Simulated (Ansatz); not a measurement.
Cartesian coordinates (Å):
```xyz
4

In     0.0000     0.0000     0.0001
H     -1.4080    -0.9953     0.0298
H     -0.1580     1.7172    -0.0081
H      1.5660    -0.7219    -0.0218
```
Charge 0, spin multiplicity 1.

Level of theory: Ansatz (a quantum-chemistry and plane-wave program) with frozen-core CCSD(T)/def2-TZVPP // PBE0-D3(BJ)/def2-TZVP.

```json
{
 "HF energy": "-190.91392 Ha",
 "MP2 correlation energy": "-0.30433 Ha"
}
```

Q: Estimate the CCSD correlation energy, the (T) correction, the total energy and the T1 diagnostic.

A: 
The CCSD correlation energy is -0.31757 Ha and the (T) correction is -0.00736 Ha. The CCSD(T) total energy comes out as -191.23885 Ha and the T1 diagnostic comes out as 0.014.
